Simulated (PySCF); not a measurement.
SMILES [F][Ge]([F])([Cl])[Cl] (Cl2F2Ge), B3LYP/def2-SVP optimised geometry.

```
5

F      1.21    -1.00     0.00
Ge    -0.51    -1.00     0.00
F     -0.97    -1.77     1.46
Cl    -1.22    -2.14    -1.65
Cl    -1.21     1.00     0.00
```

Density from PySCF 2.14.0 with B3LYP/def2-TZVP at that geometry.

Minimum of the electron density along straight lines between bonded atoms, close to the bond critical point (lines longer than 1.1 times the sum of covalent radii, or with two minima, are not listed):

```tsv
bond	length / Å	ρ at the minimum / e bohr⁻³	∇²ρ there / e bohr⁻⁵	position (fraction from the first atom)
F1–Ge2	1.719	0.150	0.85	0.52
Ge2–F3	1.719	0.150	0.85	0.48
Ge2–Cl4	2.125	0.113	0.16	0.44
Ge2–Cl5	2.125	0.113	0.16	0.44
```
